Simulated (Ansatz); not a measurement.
Ansatz (a quantum-chemistry and plane-wave program) input:

Ansatz 0.2 input:
```yaml
crystal:
  periodic: [false, false, false]
  atoms:
    - {symbol: Si, position_ang: [-1.43846753, -0.24763310, 0.54742865]}
    - {symbol: Ge, position_ang: [0.73492862, 0.11446010, -0.32684864]}
    - {symbol: H, position_ang: [-1.96090942, -0.03616755, 1.92507539]}
    - {symbol: H, position_ang: [-2.57244740, -0.76158709, -0.26764062]}
    - {symbol: H, position_ang: [1.15418640, 0.60189491, 1.13772066]}
basis:
  gaussian:
    orbitals: STO-3G
magnetization: {spin_polarized: true, initial_magnetization: 1}
correlation: {method: ccsd_t, electrons: outside_noble_gas}
```

Question: Which total energy does the run end on?

Answer: -2339.07346 Eh (CCSD(T)/STO-3G). The basis has 30 functions.

It need not be the lowest isomer of its formula.
